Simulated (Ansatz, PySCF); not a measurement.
Ligands exchanged one at a time, Al Cl-SiH3. Gas-phase values, no solvent. Strings in code marks are SMILES.

Quantity: vertical ionisation energy (energy after one electron is removed minus that of the parent at the parent's geometry), in eV.

Level 1: PBE/6-31G* // PBE-D3(BJ)/def2-TZVP (PySCF)
Level 2: minus the HOMO energy of SVWN5/6-31G* // PBE-D3(BJ)/def2-TZVP (PySCF)
Level 3: HF/6-31G* // PBE-D3(BJ)/def2-TZVP (PySCF)
Level 4: HF/cc-pVTZ // PBE-D3(BJ)/def2-TZVP (Ansatz, a first-principles code)

```csv
species,level 2,level 3,level 4
`[SiH3][Al]([Cl])[Cl]`,7.30,9.99,9.80
`[SiH3][Al]([SiH3])[Cl]`,6.33,8.75,8.62
```

Q: What does level 1 give for each?

A: 
- `[SiH3][Al]([Cl])[Cl]`: 9.97
- `[SiH3][Al]([SiH3])[Cl]`: 8.83
